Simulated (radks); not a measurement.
The numbers below are computed, except where a source is named.
Isoelectronic series with 45 electrons, all held in the configuration [Kr] 4d9, which need not be the ground one along the series. Level of theory: scalar-relativistic Kohn-Sham, PBE, spin-polarised, spherical densities, finite nucleus; open shells are filled with parallel spins first (spin-orbit coupling, left out, can overturn this in heavy ions); Fermi nuclear charge, rms radius of each element as measured or else 0.836 A^(1/3) + 0.57 fm (a radial shooting solver on a logarithmic mesh with Libxc functionals). Total energies (hartree) and mean radii <r> (bohr) (* marks an orbital that is empty in some or all of the ions):

ion,E (hartree),5s down*,5s up*,4d down,4d up,4p down
Sb6+,-6472.15564,1.799,1.794,0.9754,0.9739,0.8406
Te7+,-6781.57119,1.689,1.685,0.9222,0.9209,0.8086
I8+,-7099.09510,1.594,1.590,0.8755,0.8745,0.7789
Xe9+,-7424.76135,1.511,1.508,0.8341,0.8332,0.7513
Cs10+,-7758.6177,1.437,1.435,0.7970,0.7963,0.7256
Ba11+,-8100.7065,1.371,1.369,0.7636,0.7629,0.7015
La12+,-8451.0802,1.312,1.310,0.7331,0.7325,0.6790
Ce13+,-8809.7868,1.258,1.256,0.7052,0.7047,0.6579
Pr14+,-9176.8811,1.208,1.207,0.6796,0.6791,0.6381
Nd15+,-9552.4162,1.163,1.162,0.6560,0.6555,0.6194
Pm16+,-9936.4443,1.121,1.120,0.6340,0.6336,0.6018
Sm17+,-10329.0132,1.082,1.081,0.6136,0.6132,0.5852
Eu18+,-10730.2215,1.046,1.045,0.5946,0.5942,0.5694
Gd19+,-11140.1092,1.013,1.012,0.5768,0.5764,0.5545
Tb20+,-11558.7926,0.9812,0.9802,0.5600,0.5597,0.5403
Dy21+,-11986.2119,0.9516,0.9507,0.5443,0.5440,0.5268
Ho22+,-12422.5843,0.9238,0.9230,0.5295,0.5292,0.5140
Er23+,-12867.8954,0.8976,0.8969,0.5155,0.5152,0.5017
Tm24+,-13322.2828,0.8729,0.8721,0.5022,0.5020,0.4900
Yb25+,-13785.7374,0.8494,0.8487,0.4896,0.4894,0.4789
Lu26+,-14258.4042,0.8272,0.8265,0.4777,0.4775,0.4682
